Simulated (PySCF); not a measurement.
`CC(=O)[C@H]1[C@H](N)[C@@H]1F`, C$_{5}$H$_{8}$FNO

Molfile (atoms numbered from 1):
```
C5H8FNO
     RDKit          3D

 16 16  0  0  0  0  0  0  0  0999 V2000
    2.5105    0.0100   -0.2872 C   0  0  0  0  0  0  0  0  0  0  0  0
    1.1159   -0.1659   -0.8273 C   0  0  0  0  0  0  0  0  0  0  0  0
    0.8617   -0.2396   -2.0073 O   0  0  0  0  0  0  0  0  0  0  0  0
    0.0564   -0.2260    0.2062 C   0  0  1  0  0  0  0  0  0  0  0  0
   -1.2604    0.4934   -0.0815 C   0  0  2  0  0  0  0  0  0  0  0  0
   -1.8692    1.2217    0.9777 N   0  0  0  0  0  0  0  0  0  0  0  0
   -1.2060   -0.9981   -0.1174 C   0  0  2  0  0  0  0  0  0  0  0  0
   -1.7868   -1.6789    0.9124 F   0  0  0  0  0  0  0  0  0  0  0  0
    2.7600   -0.8282    0.3602 H   0  0  0  0  0  0  0  0  0  0  0  0
    2.5549    0.9213    0.3053 H   0  0  0  0  0  0  0  0  0  0  0  0
    3.2257    0.0675   -1.1027 H   0  0  0  0  0  0  0  0  0  0  0  0
    0.3740   -0.2379    1.2395 H   0  0  0  0  0  0  0  0  0  0  0  0
   -1.3124    0.9946   -1.0407 H   0  0  0  0  0  0  0  0  0  0  0  0
   -2.7675    1.5970    0.6991 H   0  0  0  0  0  0  0  0  0  0  0  0
   -1.9983    0.6338    1.7947 H   0  0  0  0  0  0  0  0  0  0  0  0
   -1.2662   -1.5557   -1.0424 H   0  0  0  0  0  0  0  0  0  0  0  0
  1  2  1  0
  2  3  2  0
  2  4  1  0
  4  5  1  0
  5  6  1  0
  5  7  1  0
  7  8  1  0
  7  4  1  0
  1  9  1  0
  1 10  1  0
  1 11  1  0
  4 12  1  1
  5 13  1  6
  6 14  1  0
  6 15  1  0
  7 16  1  6
M  END
```

Computed, not measured: TDDFT PBE0/def2-SVPD circular dichroism and optical rotation, one conformer, gas phase (PySCF). Geometry: GFN2-xTB.

The molecule is flexible and this is one conformer; a measurement averages over conformers. States above about 6.9 eV lie in this functional's continuum (it starts at minus the energy of the highest occupied orbital, well below the true ionisation energy for most functionals) and depend on the basis.

**Question.** Assign R or S to each stereocentre.

**Answer.** C4 R, C5 S, C7 R.

**Question.** List the lowest 12 singlet excitations with oscillator and rotatory strengths.

**Answer.** Rotatory strengths R in 10⁻⁴⁰ esu² cm², velocity form and length form (origin at the centre of mass); f in length form.
| state | E (eV) | λ (nm) | f | R (velocity) | R (length) | main |
| --- | --- | --- | --- | --- | --- | --- |
| 1 | 4.55 | 273 | 0.002 | -11.2 | -11.3 | HOMO−1→LUMO 0.64, HOMO→LUMO 0.35 |
| 2 | 5.38 | 231 | 0.045 | +1.4 | +1.5 | HOMO→LUMO 0.64, HOMO−1→LUMO 0.34 |
| 3 | 6.11 | 203 | 0.017 | +13.8 | +12.2 | HOMO→LUMO+1 0.92 |
| 4 | 6.79 | 183 | 0.032 | +6.6 | +6.3 | HOMO→LUMO+2 0.84 |
| 5 | 6.90 | 180 | 0.120 | +13.3 | +13.7 | HOMO−2→LUMO 0.85 |
| 6 | 7.01 | 177 | 0.012 | +3.5 | +3.1 | HOMO→LUMO+3 0.57, HOMO−1→LUMO+1 0.33 |
| 7 | 7.23 | 172 | 0.045 | -9.2 | -9.1 | HOMO−1→LUMO+1 0.49, HOMO→LUMO+3 0.32 |
| 8 | 7.36 | 169 | 0.009 | -0.2 | +0.4 | HOMO→LUMO+4 0.81, HOMO−1→LUMO+2 0.09 |
| 9 | 7.43 | 167 | 0.006 | -12.3 | -11.0 | HOMO−1→LUMO+2 0.82 |
| 10 | 7.88 | 157 | 0.017 | +7.1 | +8.1 | HOMO−2→LUMO+1 0.48, HOMO−1→LUMO+3 0.33 |
| 11 | 7.91 | 157 | 0.002 | -0.9 | -1.1 | HOMO→LUMO+5 0.36, HOMO−2→LUMO+1 0.34 |
| 12 | 7.94 | 156 | 0.012 | -8.8 | -8.8 | HOMO−1→LUMO+3 0.45, HOMO→LUMO+5 0.31 |

For state 8 the two forms differ in sign, so the sign of R isn't settled.

Among the states computed, the strongest CD band (largest |R|) is state 3. The largest dissymmetry factor in size, g = 4R/(D+G), with D and G the electric and magnetic dipole strengths, is -0.051 for state 1 (velocity form, f = 0.002), among bands with |R| over 0.5. The mirror image has the same energies and oscillator strengths and all R with the opposite sign.
